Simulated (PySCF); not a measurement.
Record of a relaxation.

Compound: SiH3TePF2.
Bonds: F1–P2, P2–F3, P2–Te4, Te4–Si5. Hydrogens: H6, H7, H8 on Si5.

Method: PBE0-D3(BJ)/def2-SVP geometry optimisation, gas phase, def2 core potentials past Kr in PySCF 2.14.0; density fitting, grid level 1; the optimiser is geomeTRIC in internal coordinates, started from a GFN2-xTB structure with every atom displaced at random (about 0.01 Å). 8 of its 17 geometries are shown. The frame can shift and turn from step to step; on so coarse a grid that alone can change the energy by a few meV, and forces under 0.02 eV/Å are noise.

Step 0: E = -29922.5687 eV, largest atomic force 1.755 eV/Å
```
atom  x, y, z in Å  |  force x, y, z in eV/Å
F1      2.646   -1.667    0.597   -0.950   0.678   0.225
P2      1.655   -0.358    0.818    1.566  -0.790  -0.026
F3      2.860    0.684    0.522   -0.304   0.160   0.207
Te4     0.570   -0.315   -1.376   -0.431   0.007  -0.282
Si5    -1.615    0.315   -0.260    0.970   0.130   0.167
H6     -1.557    1.685    0.282    0.043   0.329   0.093
H7     -1.916   -0.605    0.835   -0.119  -0.424   0.381
H8     -2.588    0.242   -1.315   -0.775  -0.089  -0.766
```

Step 2: E = -29922.6795 eV, largest atomic force 0.045 eV/Å
```
atom  x, y, z in Å  |  force x, y, z in eV/Å
F1      2.468   -1.726    0.701   -0.015   0.019   0.018
P2      1.710   -0.309    0.825    0.011  -0.044   0.004
F3      2.988    0.610    0.486    0.002   0.021  -0.014
Te4     0.559   -0.273   -1.401    0.015   0.004  -0.017
Si5    -1.597    0.337   -0.273    0.021  -0.008   0.004
H6     -1.543    1.715    0.297   -0.003   0.001  -0.002
H7     -1.902   -0.639    0.813   -0.015   0.004   0.002
H8     -2.629    0.267   -1.346   -0.015   0.002   0.005
```

Step 5: E = -29922.6812 eV, largest atomic force 0.093 eV/Å
```
atom  x, y, z in Å  |  force x, y, z in eV/Å
F1      2.489   -1.681    0.763    0.026  -0.037  -0.015
P2      1.707   -0.277    0.821   -0.007   0.092  -0.014
F3      2.965    0.654    0.438   -0.004  -0.024   0.016
Te4     0.556   -0.330   -1.407   -0.014  -0.026   0.019
Si5    -1.591    0.311   -0.277   -0.043   0.012   0.003
H6     -1.494    1.674    0.323    0.009  -0.002   0.003
H7     -1.947   -0.672    0.787    0.015  -0.007  -0.001
H8     -2.631    0.304   -1.345    0.020  -0.007  -0.010
```

Step 7: E = -29922.6821 eV, largest atomic force 0.127 eV/Å
```
atom  x, y, z in Å  |  force x, y, z in eV/Å
F1      2.502   -1.625    0.821    0.040  -0.064  -0.023
P2      1.713   -0.225    0.813   -0.004   0.125  -0.019
F3      2.963    0.692    0.374   -0.009  -0.032   0.021
Te4     0.547   -0.391   -1.401   -0.024  -0.024   0.019
Si5    -1.594    0.282   -0.275   -0.054   0.017   0.006
H6     -1.455    1.625    0.359    0.009   0.000   0.009
H7     -1.997   -0.713    0.762    0.020  -0.012   0.004
H8     -2.625    0.335   -1.350    0.022  -0.010  -0.017
```

Step 9: E = -29922.6824 eV, largest atomic force 0.038 eV/Å
```
atom  x, y, z in Å  |  force x, y, z in eV/Å
F1      2.523   -1.559    0.841   -0.002   0.017   0.005
P2      1.755   -0.144    0.779   -0.001  -0.038   0.003
F3      3.008    0.718    0.253    0.003   0.015  -0.012
Te4     0.513   -0.442   -1.377   -0.003   0.009  -0.013
Si5    -1.619    0.250   -0.244    0.017  -0.007   0.003
H6     -1.446    1.571    0.429   -0.004   0.000   0.004
H7     -2.054   -0.765    0.759   -0.002   0.001   0.004
H8     -2.625    0.352   -1.338   -0.009   0.002   0.006
```

Step 11: E = -29922.6822 eV, largest atomic force 0.038 eV/Å
```
atom  x, y, z in Å  |  force x, y, z in eV/Å
F1      2.587   -1.520    0.769   -0.019   0.017  -0.028
P2      1.760   -0.139    0.727    0.007   0.015  -0.005
F3      2.965    0.778    0.180    0.002  -0.014   0.001
Te4     0.473   -0.459   -1.403    0.024  -0.012   0.014
Si5    -1.620    0.227   -0.199   -0.012   0.009   0.002
H6     -1.421    1.543    0.477   -0.001  -0.008  -0.002
H7     -2.028   -0.791    0.812    0.001  -0.004  -0.001
H8     -2.661    0.342   -1.261   -0.001  -0.002   0.018
```

Step 14: E = -29922.6821 eV, largest atomic force under 0.02 eV/Å
```
atom  x, y, z in Å  |  force x, y, z in eV/Å
F1      2.618   -1.475    0.683    0.004  -0.003  -0.004
P2      1.779   -0.102    0.659    0.000   0.012  -0.001
F3      2.959    0.821    0.070   -0.001  -0.002  -0.007
Te4     0.430   -0.459   -1.423   -0.001   0.001   0.001
Si5    -1.626    0.200   -0.142   -0.003  -0.004   0.002
H6     -1.408    1.508    0.542    0.002   0.000   0.003
H7     -1.989   -0.832    0.872    0.001  -0.002   0.002
H8     -2.709    0.320   -1.159   -0.003  -0.001   0.004
```

Step 16: E = -29922.6821 eV, largest atomic force under 0.02 eV/Å
```
atom  x, y, z in Å  |  force x, y, z in eV/Å
F1      2.624   -1.466    0.671    0.001   0.002  -0.002
P2      1.784   -0.093    0.648    0.002   0.003  -0.002
F3      2.959    0.828    0.047    0.000   0.002  -0.007
Te4     0.423   -0.458   -1.425   -0.002  -0.001   0.000
Si5    -1.628    0.194   -0.131   -0.001  -0.004   0.003
H6     -1.406    1.501    0.554    0.000  -0.002   0.003
H7     -1.984   -0.841    0.882    0.001  -0.001   0.002
H8     -2.717    0.317   -1.142   -0.002  -0.001   0.004
```

Task: Summarise the path.

Result: The energy falls by 2.61 kcal/mol from step 0 to step 16; nine tenths of that is first reached at step 1. It rises by more than 0.2 meV at steps 6, 9, 11 and 12. The largest force goes from 1.755 to under 0.02 eV/Å. Among the bonds P2–Te4 changes most, from 2.447 to 2.507 Å; the atoms move by 0.228 Å rms after alignment.

Task: Follow the three bonds and two angles with the largest change from start to end.

Result: 
| step | E above end (kcal/mol) | largest force (eV/Å) | P2–Te4 (Å) | Si5–H8 (Å) | F1–P2 (Å) | F1–P2–F3 (°) | H7–Si5–H8 (°) |
| --- | --- | --- | --- | --- | --- | --- | --- |
| 0 | 2.61 | 1.755 | 2.447 | 1.437 | 1.656 | 92.2 | 112.2 |
| 1 | 0.14 | 0.192 | 2.489 | 1.486 | 1.610 | 96.9 | 110.7 |
| 2 | 0.06 | 0.045 | 2.506 | 1.490 | 1.611 | 96.5 | 110.6 |
| 3 | 0.05 | under 0.02 | 2.508 | 1.491 | 1.611 | 96.6 | 110.4 |
| 4 | 0.04 | 0.025 | 2.508 | 1.491 | 1.610 | 96.6 | 110.3 |
| 5 | 0.02 | 0.093 | 2.508 | 1.491 | 1.608 | 96.7 | 110.0 |
| 6 | 0.03 | 0.195 | 2.509 | 1.491 | 1.605 | 96.7 | 109.4 |
| 7 | 0.00 | 0.127 | 2.508 | 1.491 | 1.607 | 96.7 | 109.7 |
| 8 | -0.02 | 0.048 | 2.507 | 1.491 | 1.609 | 96.5 | 109.9 |
| 9 | -0.01 | 0.038 | 2.506 | 1.491 | 1.611 | 96.4 | 110.1 |
| 10 | -0.01 | 0.030 | 2.507 | 1.491 | 1.611 | 96.4 | 110.1 |
| 11 | 0.00 | 0.038 | 2.509 | 1.491 | 1.610 | 96.5 | 110.1 |
| 12 | 0.01 | 0.038 | 2.509 | 1.491 | 1.610 | 96.5 | 110.2 |
| 13 | 0.00 | 0.032 | 2.507 | 1.491 | 1.609 | 96.5 | 110.1 |
| 14 | 0.00 | under 0.02 | 2.507 | 1.491 | 1.609 | 96.4 | 110.1 |
| 15 | 0.00 | under 0.02 | 2.507 | 1.491 | 1.610 | 96.4 | 110.1 |
| 16 | 0.00 | under 0.02 | 2.507 | 1.491 | 1.610 | 96.4 | 110.1 |

What follows is the cost of the whole optimisation. Hardware: one thread, Arm Neoverse V1 (aarch64), on a shared host. Cost: 86 s of wall time, 0.44 GiB resident at most.
